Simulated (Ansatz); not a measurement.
Molecule: TeCl, charge 0, multiplicity 2. 
Structure (B3LYP-D3(BJ)/def2-TZVP (Ansatz, a first-principles code) minimum search):
```
Te
Cl 1 2.3399
```
Charge 0, spin multiplicity 2.

Basis-set convergence of Hartree-Fock and MP2 correlation energies (hartree) with Ansatz. Correlated levels leave the core frozen unless marked. UHF or UKS for open shells. Spin-orbit coupling is left out. Frozen are the shells of the preceding noble gas and the d and f shells that filled before the atom's block. In def2 rows, elements after Kr have scalar-relativistic effective core potentials.

```json
[
 {"basis": "def2-SVP", "functions": "44", "E(HF)": "-726.35400", "E(corr, MP2)": "-0.20675"},
 {"basis": "def2-TZVPP", "functions": "92", "E(HF)": "-726.52772", "E(corr, MP2)": "-0.29336"},
 {"basis": "def2-QZVPP", "functions": "152", "E(HF)": "-726.54355", "E(corr, MP2)": "-0.32681"}
]
```

Extrapolating the two largest sets (X = 3 and 4) as X^-3: E(corr) = (64·(-0.32681) - 27·(-0.29336))/37 = -0.3512 Eh, an estimate of the basis-set limit. The largest set recovers 93.1 % of it, the smallest 58.9 %.
